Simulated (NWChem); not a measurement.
System: BBrCl₂; SMILES ClB(Cl)Br

NWChem input:

```
start job
memory heap 200 mb stack 700 mb global 900 mb
geometry units angstroms noautosym nocenter noautoz
  B     -0.002159    -0.493607     0.000000
  Cl    -0.000060    -1.371613     1.516432
  Cl    -0.000060    -1.371613    -1.516432
  Br    -0.000250     1.419851     0.000000
end
basis spherical
  B library 6-31g*
  Cl library 6-31g*
  Br library 6-31g*
end
dft
  xc b3lyp
  iterations 150
end
property
  efieldgrad
end
task dft property
```

The geometry was optimised at PBE-D3(BJ)/def2-SVP. B3LYP is NWChem's, with the RPA form of VWN correlation.

Vzz is the largest principal value of the second derivative of the potential at the nucleus (NWChem prints the opposite sign); η is the asymmetry. Non-relativistic.

Atoms are numbered as in the input.

Problem. Give the results of this calculation. (B3LYP/6-31G* (spherical d).) Quantities: Vzz B1 (a.u.); η B1; Vzz Cl3 (a.u.); η Cl3; Vzz Br4 (a.u.); η Br4.

Solution. 
- Vzz B1 (a.u.) = 0.246
- η B1 = 0.04
- Vzz Cl3 (a.u.) = 2.277
- η Cl3 = 0.53
- Vzz Br4 (a.u.) = 4.515
- η Br4 = 0.46
